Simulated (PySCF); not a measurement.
W(NH)(NMe)(OH)2 (CH6N2O2W), SMILES C[N]=[W](=[NH])([OH])[OH], multiplicity 1. Coordinates come from a PBE0-D3(BJ)/def2-SVP optimisation. The spin state was assumed, not searched. The def2 effective core potentials stand for the cores of W; spin–orbit coupling is left out. The values are those of a single conformer.

Computed equilibrium geometry at PBE0-D3(BJ)/def2-SVP (PySCF confirms it by a frequency run) as Cartesian coordinates in Å (one conformer of several):
```xyz
12

W     -0.0474    -0.0685     0.2085
N      0.9409    -1.5009     0.4295
H      1.6391    -2.1930     0.1789
N      0.2251     0.6210    -1.3735
C      0.6854     0.8118    -2.6985
H     -0.1491     0.7501    -3.4188
H      1.1472     1.8080    -2.8127
H      1.4393     0.0565    -2.9853
O     -1.8890    -0.5726     0.2933
H     -2.1663    -1.4227     0.6497
O      0.4728     1.2244     1.5137
H      0.6533     2.1451     1.3007
```
